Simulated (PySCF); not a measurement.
## Spin-rotation constants: `CCCNB([AsH2])C#N`, C4H10AsBN2

Geometry:
```
atom   x (Å)   y (Å)   z (Å)
  C1  -2.114  -0.272  -0.385
  C2  -1.683   0.290   0.965
  C3  -0.226  -0.057   1.288
  N4   0.688   0.538   0.336
  B5   1.451  -0.104  -0.616
 As6   2.548   0.915  -1.991
  C7   1.426  -1.625  -0.691
  N8   1.451  -2.770  -0.798
  H9  -1.998  -1.354  -0.400
 H10  -3.156  -0.032  -0.581
 H11  -1.508   0.145  -1.188
 H12  -1.805   1.376   0.967
 H13  -2.317  -0.119   1.753
 H14   0.018   0.296   2.298
 H15  -0.092  -1.141   1.259
 H16   0.672   1.550   0.378
 H17   3.841   0.291  -1.549
 H18   2.797   2.078  -1.057
```

Computed with GIAO BLYP/3-21G magnetisability, rotational g tensor and spin-rotation constants, non-relativistic, gas phase in PySCF. Geometry: GFN2-xTB.

The calculation is non-relativistic, which matters for the atoms heavier than Zn.

Problem. Give the nuclear spin-rotation constants along the inertial axes (H = +C I·J) beside the isotropic shieldings.

Solution. Rotational constants 1.9495, 0.6874, 0.5847 GHz. A star marks the isotopologue with that one atom substituted, in its own axes.
```tsv
atom	isotope	Caa (kHz)	Cbb (kHz)	Ccc (kHz)	mean (kHz)	σ (ppm)
N4	14N	0.176	0.073	0.031	0.093	134.7
B5	11B	0.416	0.212	0.075	0.234	90.3
As6	75As	1.562	0.522	0.550	0.878	2076.9
N8	14N	0.418	0.042	0.121	0.194	-40.9
H9	1H	-0.230	0.006	-0.068	-0.097	32.1
H10	1H	-0.122	-0.068	-0.037	-0.076	32.0
H11	1H	0.008	-0.082	-0.060	-0.045	31.7
H12	1H	-0.221	0.013	-0.075	-0.094	31.7
H13	1H	0.026	-0.081	-0.066	-0.040	31.4
H14	1H	-0.206	-0.065	0.010	-0.087	29.4
H15	1H	-0.201	0.027	-0.068	-0.080	29.2
H16	1H	-0.227	0.034	-0.081	-0.091	28.9
H17	1H	-0.147	-0.049	-0.034	-0.077	30.2
H18	1H	-0.210	-0.032	-0.034	-0.092	30.6
C1	13C*	0.242	0.068	0.062	0.124	187.9
C2	13C*	0.248	0.089	0.078	0.138	174.3
C3	13C*	0.285	0.123	0.098	0.169	151.6
C7	13C*	0.718	0.015	0.216	0.316	93.7
```
For the geometry as given, no vibrational averaging.
